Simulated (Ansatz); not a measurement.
Basis-set series for C₂H₇ClOSi (`OC[SiH2]CCl`). The species carries charge 0 and has multiplicity 1. Geometry: relaxed with PBE0-D4/def2-TZVP. It is one conformer, not always the lowest.

```xyz
12

O     0.3655   -2.1392    0.0133
C     1.0359   -0.9722   -0.4279
Si    0.5357    0.6065    0.4825
C    -1.2040    1.1381   -0.0305
Cl   -2.3625   -0.2146    0.1908
H    -0.5817   -1.9688   -0.0008
H     0.9256   -0.8243   -1.5139
H     2.1037   -1.1407   -0.2567
H     1.4516    1.7235    0.1117
H     0.5524    0.3985    1.9522
H    -1.2462    1.4196   -1.0833
H    -1.5761    1.9736    0.5627
```

| functional | basis | functions | energy (Eh) | HOMO (eV) | LUMO (eV) |
| --- | --- | --- | --- | --- | --- |
| PBE0-D4 | def2-TZVPP | 275 | -904.97539 | -7.50 | -0.02 |
| PBE0-D4 | def2-QZVPP | 521 | -905.00788 | -7.54 | -0.21 |
| ωB97M-V | def2-TZVPP | 275 | -905.30381 | -9.85 | 1.81 |
| ωB97M-V | def2-QZVPP | 521 | -905.33486 | -9.89 | 1.35 |

Question: Give the rows for def2-SVP. (Best estimate.)

Answer: Ansatz gave: 
| functional | basis | functions | energy (Eh) | HOMO (eV) | LUMO (eV) |
| --- | --- | --- | --- | --- | --- |
| PBE0-D4 | def2-SVP | 113 | -904.53155 | -7.28 | 0.45 |
| ωB97M-V | def2-SVP | 113 | -904.85365 | -9.62 | 2.54 |

Positive LUMOs are unbound and depend on the basis.
